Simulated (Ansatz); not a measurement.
C₂H₇B₂ClO, SMILES `CCB(O)BCl`. Charge 0, multiplicity 1.

Cartesian coordinates in Å:
```
C -0.5224 1.5684 -0.6117
C 0.0834 0.2481 -1.0936
B 0.0833 -0.8670 0.0074
O -0.4388 -2.0811 -0.2995
B 0.7281 -0.6323 1.5947
Cl 0.4163 -1.8877 2.7842
H -1.5816 1.4540 -0.3664
H -0.0180 1.9384 0.2856
H -0.4472 2.3481 -1.3730
H 1.1331 0.4275 -1.3701
H -0.4186 -0.0991 -2.0020
H -0.4076 -2.6935 0.4454
H 1.3901 0.2761 1.9988
```

(1) What are the harmonic wavenumbers in cm⁻¹ at PBE0-D4/def2-TZVP (Ansatz, finite differences of forces, unscaled)? (Estimate.)

(2) Is this a minimum?

(3) Give the ideal-gas thermochemistry at 298.15 K and 1 bar (rigid rotor, harmonic oscillator; point group C1, symmetry number 1).

(4) And at 400, 500, 600, 800 and 1000 K?

Results:

(1) Computed: 23, 46, 133, 167, 198, 324, 423, 464, 654, 686, 752, 810, 818, 920, 979, 1020, 1041, 1079, 1225, 1255, 1303, 1394, 1405, 1444, 1495, 1501, 2638, 3009, 3042, 3078, 3111, 3116, 3797.

(2) Yes, all 33 modes are real.

(3) Zero-point energy 259.3 kJ/mol; H(298) − E = 283.0 kJ/mol; entropy 383.6 J/(mol·K), of which translation 166.8, rotation 117.6, vibration 99.2; G(298) − E = 168.7 kJ/mol. Modes under 100 cm⁻¹ are hindered rotations or soft bends, so the harmonic entropy is rough.

(4) 
```json
{"T (K)": "400", "H − E (kJ/mol)": "296.6", "S (J/mol/K)": "422.5", "G − E (kJ/mol)": "127.6"}
{"T (K)": "500", "H − E (kJ/mol)": "312.3", "S (J/mol/K)": "457.6", "G − E (kJ/mol)": "83.6"}
{"T (K)": "600", "H − E (kJ/mol)": "330.1", "S (J/mol/K)": "489.9", "G − E (kJ/mol)": "36.2"}
{"T (K)": "800", "H − E (kJ/mol)": "370.4", "S (J/mol/K)": "547.7", "G − E (kJ/mol)": "-67.7"}
{"T (K)": "1000", "H − E (kJ/mol)": "415.3", "S (J/mol/K)": "597.7", "G − E (kJ/mol)": "-182.4"}
```
